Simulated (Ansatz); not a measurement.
Isolated molecules relaxed with PBE0-D4/def2-TZVP in Ansatz; ΔE leaves out vibrations. CCSD(T)/CBS is the MP2 limit (def2-TZVPP, def2-QZVPP) plus CCSD(T) − MP2 in def2-TZVPP, frozen cores. DFT in def2-TZVPP. For Br, Ge outer-core shells are correlated without core-valence functions, which leaves a few kJ/mol of doubt a bond. Scalar relativity is left out up to krypton. Each species was taken in one conformer, which may not be the lowest.

`Cl[CH]([GeH3])Br` + `[AlH2][NH][SiH2]Br` → `[AlH2][NH][SiH2][GeH3]` + `ClC(Br)Br`  (formal exchange of groups at a Ge–C bond)

```tsv
level	ΔE (eV)
BLYP-D4	1.41
CAM-B3LYP-D4	1.58
r2SCAN0	1.62
RPA@PBE/def2-TZVPP	1.54
```

Question: What does CCSD(T)/CBS give? (Estimate.)

Answer: The calculation gave: +1.64 eV. The listed levels differ from it by -0.23, -0.06, -0.02, -0.10 eV.

Largest T1 diagnostic among the species: 0.012.

From PBE to PBE0 (25 % exact exchange), in def2-TZVPP and without D4, ΔE moves by +0.13 eV. Leaving LDA and LC-ωPBE aside and taking each functional with its dispersion term where it has one, the values, not all of them listed here, spread over 0.30 eV, from revPBE-D4 to BHLYP-D4. In def2-TZVPP, CCSD(T) changes the Hartree–Fock value by −0.24 eV (the triples alone add −0.03 eV) and MP2 by −0.17 eV.
